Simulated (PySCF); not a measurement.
H6BN, charge -1, doublet, at the geometry of the source list (a state made from the parent by changing its charge; the spin is typed, not shown lowest) (in this run its highest filled SCF level lies above zero, so its values depend strongly on the basis, on diffuse functions most of all); PySCF with PW6B95/STO-3G.

Input for PySCF:
```python
from pyscf import gto, scf, dft

mol = gto.M(
    atom='''
B    -0.82450000    0.10850000   -0.01790000
N     0.82090000   -0.11000000    0.01830000
H    -1.22580000   -0.63090000   -0.85970000
H    -0.98570000    1.25740000   -0.28830000
H    -1.20760000   -0.17230000    1.07380000
H     1.01810000   -1.06680000    0.28750000
H     1.21580000    0.53540000    0.69280000
H     1.18890000    0.07880000   -0.90660000
''',
    basis='sto-3g',
    charge=-1,
    spin=1,
    verbose=3,
)

mf = dft.UKS(mol)
mf.xc = 'pw6b95'
mf.kernel()
mf.analyze()
```

What the program printed (banner, timings and long lists left out):

```
converged SCF energy = -81.8621617016889  <S^2> = 0.75115548  2S+1 = 2.0011551
**** MO energy ****
                             alpha | beta                alpha | beta
MO #1   energy= -13.9792603356676  | -13.9590780096014  occ= 1 | 1
MO #2   energy= -6.23054316336569  | -6.22763118996537  occ= 1 | 1
MO #3   energy= -0.596826484339002 | -0.562465664456299 occ= 1 | 1
MO #4   energy= -0.19087282397191  | -0.166385773799501 occ= 1 | 1
MO #5   energy= -0.190737109753343 | -0.164872656513682 occ= 1 | 1
MO #6   energy= -0.175421679348715 | -0.1646192911896   occ= 1 | 1
MO #7   energy= -0.0113575880229473 | 0.00497869953751162 occ= 1 | 1
MO #8   energy= 0.0309315952695907 | 0.0335929748875371 occ= 1 | 1
MO #9   energy= 0.0311621511681391 | 0.0338201062759203 occ= 1 | 1
MO #10  energy= 0.524078617890889  | 0.661812269864965  occ= 1 | 0
MO #11  energy= 0.682121683039589  | 0.72894166681481   occ= 0 | 0
MO #12  energy= 0.704310293649588  | 0.752169707227672  occ= 0 | 0
MO #13  energy= 0.704447587826066  | 0.752359443747211  occ= 0 | 0
MO #14  energy= 0.863144777814356  | 0.869688531966938  occ= 0 | 0
MO #15  energy= 0.863966055699082  | 0.870427688426838  occ= 0 | 0
MO #16  energy= 0.910372476213635  | 0.91772535112663   occ= 0 | 0

To work with the spin densities directly, `use mulliken_meta_spin()` only printing them here.

 ** Mulliken spin pop alpha/beta on meta-lowdin orthogonal AOs **
 ** Mulliken Spin Density (per atom)  **
spin density of  0 B =      0.14733
spin density of  1 N =      0.35458
spin density of  2 H =     -0.00615
spin density of  3 H =     -0.00619
spin density of  4 H =     -0.00612
spin density of  5 H =      0.17344
spin density of  6 H =      0.17257
spin density of  7 H =      0.17054
 ** Mulliken pop alpha/beta on meta-lowdin orthogonal AOs **
 ** Mulliken atomic charges   ( Nelec_alpha | Nelec_beta ) **
charge of  0B =     -0.26878  (     2.70806      2.56073 )
charge of  1N =     -0.23250  (     3.79354      3.43896 )
charge of  2H =     -0.14700  (     0.57042      0.57657 )
charge of  3H =     -0.14727  (     0.57054      0.57673 )
charge of  4H =     -0.14711  (     0.57050      0.57662 )
charge of  5H =     -0.02001  (     0.59673      0.42329 )
charge of  6H =     -0.01929  (     0.59593      0.42336 )
charge of  7H =     -0.01803  (     0.59429      0.42374 )

WARN: System has nonzero charge -1; the dipole moment is origin-dependent.
Location of origin: [0. 0. 0.]

Dipole moment(X, Y, Z, Debye):  2.63598, -0.34294,  0.04706
```
